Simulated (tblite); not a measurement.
Compound: C₅H₁₁FOSi.
Numbering: `[CH3:1][CH2:2]/[CH:3]=[CH:4]/[CH2:5][O:6][SiH2:7][F:8]` (hydrogens: H9, H10, H11 on C1; H12, H13 on C2; H14 on C3; H15 on C4; H16, H17 on C5; H18, H19 on Si7)

The geometry is computed with GFN2-xTB (gas phase).

Question: What internal coordinates does the optimisation give?

Answer: 
```csv
bond,length (Å)
C1–C2,1.528
C2–C3,1.494
C3=C4,1.322
C4–C5,1.498
C5–O6,1.402
O6–Si7,1.604
Si7–F8,1.597
"C1–H9, C1–H10, C1–H11",1.088
"C2–H12, C2–H13",1.093
C3–H14,1.083
C4–H15,1.081
"C5–H16, C5–H17",1.097
"Si7–H18, Si7–H19",1.455
```

Bonds in one row agree within 0.01 Å and their mean is given. A selection of angles:
```csv
angle,degrees
C1–C2–C3,111.4
C2–C3–C4,124.7
C3–C4–C5,124.6
C4–C5–O6,109.2
C5–O6–Si7,132.6
O6–Si7–F8,100.9
```

Torsions: C1–C2–C3–C4 125° (anticlinal); C2–C3–C4–C5 179° (antiperiplanar); C3–C4–C5–O6 -117° (anticlinal); C4–C5–O6–Si7 -159° (antiperiplanar); C5–O6–Si7–F8 -179° (antiperiplanar). The mirror-image conformer, all signs reversed, is as good.

The 4 C–C bonds span 1.322 Å (C3=C4, drawn double) to 1.528 Å (C1–C2, drawn single), a spread of 0.206 Å. Si7 (fluorine-bound silicon) is distorted tetrahedral (angles from 100.9° to 114.0°). Of the pairs four or more bonds apart, H12···H15 is among the closest relative to their van der Waals radii: 2.41 Å, 100 % of the sum of Bondi's values.

Point group: C1 (no symmetry element, even within 0.4 Å). Its lowest GFN2-xTB frequency is 13i cm⁻¹, too small to tell a flat minimum from a shallow saddle. The numbers are those of one conformer. 3 starts were optimised and ended at 0.00, 0.25 and 0.39 kcal/mol (GFN2-xTB); the lowest of these is shown.
